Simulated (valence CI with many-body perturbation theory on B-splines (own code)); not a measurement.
# Se²⁷⁺: key properties

Level of theory: relativistic CI+MBPT: five valence electrons over a frozen Dirac-Fock core [He], a basis of 9 s, 9 p, 8 d, 6 f, 3 g, 1 h functions for each j, with the one-electron correlation potential Σ1, the two-electron term Σ2, the three-electron term Σ3, Breit, model QED; selected CI, second order for the rest, scaled by the run's own slope (own B-spline code, finite nucleus).

No measured spectrum was set against this ion. As an estimate, large intervals hold to a few tenths of a per cent, small ones and those within an open d or f shell to about a per cent. Among the levels kept, up to 4800 cm⁻¹ of a level comes from second order outside the variational space, and about a tenth of that is noise between levels of different J, which matters for small intervals.

Levels are named by their leading jj configuration (3d3/2^4 stands for four electrons in 3d with j = 3/2), which in mixed levels can hold well under half, so a name can repeat and another be missing.

Rates and lifetimes use the calculated energies. Strong lines usually hold to 10 to 20 %, long lifetimes can be off by a factor of two.

(1) What is the ground level?

(2) How well does LS coupling describe the low levels?

(3) Among levels below 1815.4 eV, which E1 lines absorb most strongly from the ground level?

(4) Name the longest-lived excited levels whose lifetime is computed, and their main decay.

(5) Where does the other parity begin?

(6) What is the ionisation energy?

(7) What are the static dipole polarisabilities of the lowest levels?

Results:

(1) (2s^2 2p1/2^2 2p3/2) J=3/2, composition 54 % 2s2 2p3 4S° + 31 % 2s2 2p3 2P° + 15 % 2s2 2p3 2D°, g = 1.608.

(2) Among the lowest 20 levels the leading LS term, summed over configurations, holds 74 % on average. For single configurations the figures are 73 % in LS and 87 % in jj coupling. Terms mix most in the J = 1/2 level at 242.2 eV, where the leading one holds 41 %.

(3) to (2s^2 2p1/2 2p3/2 3d3/2) J=3/2 at 0.6893 nm, f = 0.425; to (2s^2 2p1/2 2p3/2 3d3/2) J=5/2 at 0.6900 nm, f = 0.358; to (2s^2 2p1/2^2 3d5/2) J=5/2 at 0.7076 nm, f = 0.308.

(4) (2s^2 2p1/2 2p3/2^2) J=5/2 at 48.4 eV lives 10.1 μs, mostly by M1 to (2s^2 2p1/2^2 2p3/2) J=3/2; (2s^2 2p1/2 2p3/2^2) J=3/2 at 37.0 eV lives 1.85 μs, mostly by M1 to (2s^2 2p1/2^2 2p3/2) J=3/2; (2s^2 2p1/2 2p3/2^2) J=1/2 at 63.7 eV lives 1.29 μs, mostly by M1 to (2s^2 2p1/2^2 2p3/2) J=3/2.

(5) At (2s 2p1/2^2 2p3/2^2) J=5/2, 152.0 eV.

(6) 2963.2 eV; NIST lists 2964 ± 22 eV (semi-empirical).

(7) (2s^2 2p1/2^2 2p3/2) J=3/2 0.00332 (tensor 0.00031); (2s^2 2p1/2 2p3/2^2) J=3/2 0.00353 (tensor 0.00043); (2s^2 2p1/2 2p3/2^2) J=5/2 0.00336 (tensor 0.00024); (2s^2 2p1/2 2p3/2^2) J=1/2 0.00303 bohr³, of which the core gives 6.59e-06.
